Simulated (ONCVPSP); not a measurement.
**u(r) = r·R(r): atom against pseudo-atom (Tc)**

Columns: radius, all-electron u(r) and pseudo u(r) of the 4d shell (level -6.66 eV) of technetium in the configuration [Ar] 3d10 4s2 4p6 4d5 5s2; PBE, scalar-relativistic, ONCV scheme, ONCVPSP 4.0.1.

```json
{"r (bohr)": "0.108", "all-electron": "-0.1698", "pseudo": "0.0024"}
{"r (bohr)": "0.215", "all-electron": "-0.3701", "pseudo": "0.0184"}
{"r (bohr)": "0.322", "all-electron": "-0.3417", "pseudo": "0.0583"}
{"r (bohr)": "0.430", "all-electron": "-0.1584", "pseudo": "0.1280"}
{"r (bohr)": "0.538", "all-electron": "0.0751", "pseudo": "0.2257"}
{"r (bohr)": "0.645", "all-electron": "0.2951", "pseudo": "0.3427"}
{"r (bohr)": "0.752", "all-electron": "0.4778", "pseudo": "0.4682"}
{"r (bohr)": "0.860", "all-electron": "0.6174", "pseudo": "0.5901"}
{"r (bohr)": "0.968", "all-electron": "0.7134", "pseudo": "0.6947"}
{"r (bohr)": "1.075", "all-electron": "0.7714", "pseudo": "0.7727"}
{"r (bohr)": "1.182", "all-electron": "0.7998", "pseudo": "0.8208"}
{"r (bohr)": "1.290", "all-electron": "0.8058", "pseudo": "0.8396"}
{"r (bohr)": "1.398", "all-electron": "0.7953", "pseudo": "0.8327"}
{"r (bohr)": "1.505", "all-electron": "0.7736", "pseudo": "0.8071"}
{"r (bohr)": "1.612", "all-electron": "0.7445", "pseudo": "0.7696"}
{"r (bohr)": "1.720", "all-electron": "0.7103", "pseudo": "0.7260"}
{"r (bohr)": "1.828", "all-electron": "0.6736", "pseudo": "0.6814"}
{"r (bohr)": "1.935", "all-electron": "0.6362", "pseudo": "0.6389"}
{"r (bohr)": "2.042", "all-electron": "0.5988", "pseudo": "0.5992"}
{"r (bohr)": "2.150", "all-electron": "0.5617", "pseudo": "0.5617"}
{"r (bohr)": "2.258", "all-electron": "0.5259", "pseudo": "0.5259"}
{"r (bohr)": "2.365", "all-electron": "0.4918", "pseudo": "0.4918"}
{"r (bohr)": "2.472", "all-electron": "0.4593", "pseudo": "0.4593"}
{"r (bohr)": "2.580", "all-electron": "0.4283", "pseudo": "0.4283"}
{"r (bohr)": "2.688", "all-electron": "0.3990", "pseudo": "0.3990"}
{"r (bohr)": "2.795", "all-electron": "0.3717", "pseudo": "0.3717"}
```

**Question.** How many radial nodes do the two functions have?

**Answer.** The all-electron 4d function has n − l − 1 = 1; the pseudo-wave has 0, since the states of the same l below it are removed with the core.

**Question.** At about which radius was the pseudo-wave matched?

**Answer.** 2.15 bohr. The columns agree to 0.0005 from 2.04 bohr on; several derivatives are matched, so the curves merge somewhat inside the radius.

**Question.** Is the pseudo-wave norm-conserving?

**Answer.** Yes: the ONCV scheme keeps the norm inside the radius equal to the all-electron one, which fixes the energy derivative of the logarithmic derivative at the level.
